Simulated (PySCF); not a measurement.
Species: C5H8F3OPS.
Geometry (GFN2-xTB, Å), atoms numbered from 1 in this order:
```xyz
19
C5H8F3OPS angstrom
F      3.305    0.348    0.289
C      2.390   -0.407   -0.319
F      2.282    0.038   -1.580
F      2.852   -1.656   -0.381
P      0.731   -0.347    0.620
S      0.810   -0.971    2.440
C      0.204    1.393    0.326
C     -1.313    1.401    0.561
O     -2.008    0.593   -0.354
C     -1.804   -0.785   -0.168
C     -0.385   -1.230   -0.548
H      0.704    2.052    1.039
H      0.433    1.702   -0.696
H     -1.711    2.410    0.422
H     -1.521    1.075    1.593
H     -2.538   -1.279   -0.809
H     -2.001   -1.062    0.880
H     -0.163   -0.957   -1.582
H     -0.275   -2.309   -0.412
```

Probes without a nucleus sit at each ring's centroid and 1 Å off its mean plane on both sides; NICS is minus the shielding there, NICSzz its component along the normal. Level: GIAO PBE0/pcSseg-1 (PySCF, non-relativistic, gas phase) on the GFN2-xTB geometry, one conformer.

Ring bond lengths (Å), with Mayer bond orders in brackets: P5–C7 1.841 (0.88), C7–C8 1.535 (1.01), C8–O9 1.405 (0.94), O9–C10 1.405 (0.94), C10–C11 1.535 (1.01), C11–P5 1.841 (0.88).

**Question.** Give the NICS values of each ring in ppm.

**Answer.** 
```tsv
ring	type	NICS(0)	NICS(1), two faces	NICS(1)zz, two faces	rms pucker (Å)	centre to ring atoms, mean (Å)
P5–C7–C8–O9–C10–C11	6-membered ring with O and P; formal bonds all single	-2.8	-2.2 / -2.2	3.4 / 3.0	0.28	1.51
```

**Question.** What can be read from them?

**Answer.** 
- P5–C7–C8–O9–C10–C11: mean NICS(1)zz 3.2 ppm, deshielded. P5, C7, C8, C10, C11 have four or more neighbours; no verdict on aromaticity is drawn.

**Question.** How shielded are the nuclei of the rings and their hydrogens (means over atoms taken as equivalent)?

**Answer.** 
```csv
atoms,environment,σ isotropic (ppm),"principal values of the symmetric part, first atom (ppm)"
P5,phosphorus bonded to 3 C and S,292.1,"175.4, 249.6, 451.3"
C7 (×2),sp3 carbon bound to phosphorus,152.6,"143.6, 153.8, 160.5"
C8 (×2),sp3 carbon bound to oxygen,120.9,"91.3, 98.9, 172.6"
O9,cyclic ether oxygen,282.6,"226.0, 295.0, 326.6"
H12 (×2),methylene hydrogen,30.12,"26.2, 28.3, 35.8"
H13 (×2),methylene hydrogen,29.32,"25.3, 28.5, 34.1"
H14 (×2),methylene hydrogen,27.36,"21.9, 26.4, 33.8"
H15 (×2),methylene hydrogen,27.57,"23.2, 27.8, 31.7"
```
